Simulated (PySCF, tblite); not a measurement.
Isomers of C4H13ClSi2, one GFN2-xTB conformer each. Single-point energies are computed at PBE0/pcSseg-1 (PySCF, gas phase, no added dispersion term), electronic only.

```
               SMILES  GFN2-xTB relative energy (kcal/mol)
 CC[Si@H](C)[SiH2]CCl                                 16.1
 [SiH3]C([SiH3])CCCCl                                  0.0
CC[Si@@H](CCl)[SiH2]C                                 15.7
CC[Si@@H](C[SiH3])CCl                                 10.9
```

Conformers: `[CH3:1][CH2:2][Si@H:3]([CH3:4])[SiH2:5][CH2:6][Cl:7]` with C1–C2–Si3–C4 -53°, C2–Si3–Si5–C6 -158°, Si3–Si5–C6–Cl7 -57°; `[SiH3:1][CH:2]([SiH3:3])[CH2:4][CH2:5][CH2:6][Cl:7]` with Si1–C2–C4–C5 170°, C2–C4–C5–C6 -179°, C4–C5–C6–Cl7 -67°; `[CH3:1][CH2:2][Si@@H:3]([CH2:4][Cl:5])[SiH2:6][CH3:7]` with C1–C2–Si3–C4 -179°, C2–Si3–C4–Cl5 70°, C2–Si3–Si6–C7 -177°; `[CH3:1][CH2:2][Si@@H:3]([CH2:4][SiH3:5])[CH2:6][Cl:7]` with C1–C2–Si3–C4 60°, C2–Si3–C4–Si5 172°, C2–Si3–C6–Cl7 -68°.

**Question.** What does PBE0/pcSseg-1 give for the same structures?

**Answer.** 
```tsv
SMILES	PBE0/pcSseg-1 E (Eh)	PBE0/pcSseg-1 (kcal/mol)	GFN2-xTB (kcal/mol)	point group
CC[Si@@H](C[SiH3])CCl	-1198.79536	0.0	10.9	C1
CC[Si@@H](CCl)[SiH2]C	-1198.79463	0.5	15.7	C1
CC[Si@H](C)[SiH2]CCl	-1198.79421	0.7	16.1	C1
[SiH3]C([SiH3])CCCCl	-1198.76872	16.7	0.0	C1
```

GFN2-xTB puts [SiH3]C([SiH3])CCCCl lowest instead; measured from each level's own lowest isomer, the values differ by up to 16.7 kcal/mol ([SiH3]C([SiH3])CCCCl: 0.0 against 16.7). Neighbours under 2.5 kcal/mol apart (CC[Si@@H](C[SiH3])CCl and CC[Si@@H](CCl)[SiH2]C; CC[Si@@H](CCl)[SiH2]C and CC[Si@H](C)[SiH2]CCl) can change places with a better method, another conformer or zero-point energy.

**Question.** Which frontier levels, dipoles and rotational constants go with these structures?

**Answer.** 
```
               SMILES  HOMO (eV, PBE0/pcSseg-1)  LUMO (eV)  dipole (D)       A, B, C (MHz)
CC[Si@@H](C[SiH3])CCl                     -7.84       0.46        1.71   1309, 1039, 666.7
CC[Si@@H](CCl)[SiH2]C                     -7.87       0.00        1.69   1209, 1147, 701.5
 CC[Si@H](C)[SiH2]CCl                     -7.83      -0.17        1.73  2637, 663.3, 568.1
 [SiH3]C([SiH3])CCCCl                     -8.23       0.46        2.29  2141, 606.0, 543.6
```

**Question.** What happens when harmonic zero-point energies from GFN2-xTB frequencies are added?

**Answer.** 
| SMILES | ZPE (kcal/mol) | electronic (kcal/mol) | with ZPE (kcal/mol) |
| --- | --- | --- | --- |
| CC[Si@@H](C[SiH3])CCl | 95.5 | 0.0 | 0.0 |
| CC[Si@@H](CCl)[SiH2]C | 96.8 | 0.5 | 1.7 |
| CC[Si@H](C)[SiH2]CCl | 96.8 | 0.7 | 2.0 |
| [SiH3]C([SiH3])CCCCl | 93.7 | 16.7 | 14.9 |

The zero-point energies span 3.1 kcal/mol. The order is unchanged.
